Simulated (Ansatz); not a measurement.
`[CH3][In]([CH3])[CH3]` and `[CH3][In]([CH3])[F]` differ in one atom or group.

Ansatz, PBE0-D4/def2-TZVP geometries, multiplicity 1. 

Elements past krypton have def2 core potentials.

```
                             property  `[CH3][In]([CH3])[CH3]`
HOMO energy (ωB97M-V/def2-TZVPP) / eV                    -9.18
  HOMO energy (B3LYP/def2-TZVPP) / eV                    -6.78
    LUMO energy (PBE/def2-TZVPP) / eV                    -1.58
LUMO energy (ωB97M-V/def2-TZVPP) / eV                     0.48
   LUMO energy (PBE0/def2-TZVPP) / eV                    -0.84
    HOMO energy (PBE/def2-TZVPP) / eV                    -5.86
```

Task: Give the same properties after the change, and the shifts. (Best estimate.)

Result: Computed: 
| property | `[CH3][In]([CH3])[F]` | shift |
| --- | --- | --- |
| HOMO energy (ωB97M-V/def2-TZVPP) / eV | -9.90 | -0.72 |
| HOMO energy (B3LYP/def2-TZVPP) / eV | -7.52 | -0.74 |
| LUMO energy (PBE/def2-TZVPP) / eV | -1.72 | -0.14 |
| LUMO energy (ωB97M-V/def2-TZVPP) / eV | 0.36 | -0.12 |
| LUMO energy (PBE0/def2-TZVPP) / eV | -1.00 | -0.16 |
| HOMO energy (PBE/def2-TZVPP) / eV | -6.49 | -0.63 |

With PBE0 the HOMO falls by 0.75 eV and the LUMO falls by 0.16 eV, so the gap widens by about 0.59 eV. PBE moves the HOMO by -0.63 eV and ωB97M-V by -0.72 eV.

B3LYP here is the variant with VWN-RPA as its local correlation; programs differ in this.
